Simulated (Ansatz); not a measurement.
AsGaH5N (`N[AsH][GaH2]`), relaxed with RKS PBE0-D4/def2-TZVP in the Gaussian-basis code of Ansatz from a GFN2-xTB geometry. The force threshold is 0.005 eV/Å; the program also tests the step.

Total charge 0; spin multiplicity 1.

Start:

```xyz
8

N     0.769   -0.431   -1.082
As   -0.610    0.843   -0.991
Ga   -0.761    0.033    1.311
H     0.365   -1.355   -1.220
H     1.395   -0.276   -1.868
H     0.308    1.932   -0.459
H     0.063   -1.305    1.667
H    -1.530    0.561    2.643
```

Problem. By how much does the energy fall, and how many steps does the optimiser take? (Best estimate.)

Solution. Ansatz gave: 6.67 kcal/mol, in 16 steps, 3 of them rejected.

Problem. Which bonds change most? (Best estimate.)

Solution. Computed: Ga3–H8 from 1.626 to 1.571 Å; Ga3–H7 from 1.612 to 1.576 Å; As2–Ga3 from 2.445 to 2.416 Å; N1–As2 from 1.880 to 1.870 Å.

Problem. Give the relaxed structure. (Best estimate.)

Solution. The calculation gave: 
```xyz
8

N     0.935   -0.239   -1.444
As   -0.457    0.835   -0.808
Ga   -0.826   -0.087    1.394
H     1.217   -0.972   -0.807
H     0.647   -0.672   -2.312
H     0.407    1.941   -0.201
H    -0.340   -1.557    1.691
H    -1.583    0.750    2.487
```
